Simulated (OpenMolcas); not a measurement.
**N⁺: effect of the IPEA shift**

```
Program             : OpenMolcas
Basis               : ANO-RCC-VTZP [4s3p2d1f]
Scalar Hamiltonian  : DKH2, point nucleus
Active space        : 4 electrons in 9 orbitals (RAS2 2s 2p; RAS3 3d, at most 2 electrons)
State averaging     : 2S+1 = 3 even, 6 roots; 2S+1 = 1 even, 11 roots; 2S+1 = 5 odd, 1 root; 2S+1 = 3 odd, 9 roots; 2S+1 = 1 odd, 8 roots
Spin-orbit coupling : RASSI with atomic mean-field integrals over the reference wave functions, term energies averaged over their components
```

Methods on the same reference wave functions:
A. RASSCF
B. MS-RASPT2, IPEA 0 Eh, imaginary shift 0.1 Eh (closed shells correlated: 1s)
C. MS-RASPT2, IPEA 0.25 Eh, imaginary shift 0.1 Eh (closed shells correlated: 1s)

Energies in cm-1 above 2s2 2p2 3P0, the measured ground level; measured values from NIST Handbook of Basic Atomic Spectroscopic Data.

| Level | A | B | C | Measured |
| --- | --- | --- | --- | --- |
| 2s2 2p2 3P0 | 0.0 | 0.0 | 0.0 | 0.0 |
| 2s2 2p2 3P1 | 43.5 | 43.7 | 43.7 | 48.7 |
| 2s2 2p2 3P2 | 130 | 130 | 130 | 131 |
| 2s2 2p2 1D2 | 17533 | 15900 | 15900 | 15316 |
| 2s2 2p2 1S0 | 36554 | 33360 | 33450 | 32689 |
| 2s 2p3 5S* 2 | 42855 | 45160 | 45160 | 46785 |
| 2s 2p3 3D* 1 | 93921 | 91780 | 91900 | 92251 |
| 2s 2p3 3D* 2 | 93922 | 91780 | 91900 | 92250 |
| 2s 2p3 3D* 3 | 93923 | 91780 | 91900 | 92236 |
| 2s 2p3 3P* 0 | 113911 | 109380 | 109720 | 109223 |
| 2s 2p3 3P* 1 | 113911 | 109380 | 109720 | 109216 |
| 2s 2p3 3P* 2 | 113911 | 109380 | 109720 | 109217 |
| 2s 2p3 1D* 2 | 150210 | 145240 | 145360 | 144188 |
| 2s 2p3 3S* 1 | 161036 | 156630 | 156860 | 155127 |
| 2s 2p3 1P* 1 | 173075 | 165300 | 165790 | 166766 |

Deviations, from unrounded energies. A percentage is the sum of absolute deviations over the sum of measured energies, with the sign that they share, or ± where signs differ.

| Against measurement | Levels | A | B | C |
| --- | --- | --- | --- | --- |
| mean absolute deviation (cm-1) | 14 | 3400 | 630 | 670 |
| fine structure of the ground term (%) | 2 | -3.5 | -3.2 | -3.2 |
| other terms of the ground configuration (%) | 2 | +12.7 | +2.6 | +2.8 |
| other configurations (%) | 10 | ±3.7 | ±0.7 | ±0.7 |

B lies closest to measurement on these levels and A furthest from it. The largest miss of B in the table is 2s 2p3 5S* 2, by -1600 cm-1. The ranking rests on the paired levels alone, and a cruder setting can come out closer through cancelling errors.

Between B and C the level of the table that moves most is 2s 2p3 1P* 1, by 490 cm-1 (lowest in B, highest in C). Moves below CASPT2's spread within the term are not significant.

From A to B the spin-free energies of the other terms of 2s2 2p2 shown, above 3P, scale by a factor of 0.91.

The lowest spin-free term lies below A's lowest term by 0.035 hartree in B, 0.035 hartree in C.

CASPT2 breaks the degeneracy within a term, and the mean is taken; among the terms shown or strongly mixed into the levels shown the widest spread is 41 cm-1 (2s 2p3 3D*, C). Active for correlation alone: 3d; no level in the range computed is led by a configuration that fills it, so any true level of that kind is missing. Without dynamic correlation excited terms often stand tens of per cent too high (terms of higher spin than the ground term too low), and those without a measured partner can miss by more than the paired ones (holds for A). Computed and measured levels are paired by configuration, term and J; levels that our copy of the source lacks, or whose pairing is in doubt (as where it misses far off the trend of its configuration), stay unpaired and out of the deviations. Levels of configurations outside the active space are missing. Levels that lie high or do not pair safely by name in every column are left out.

* marks odd parity.
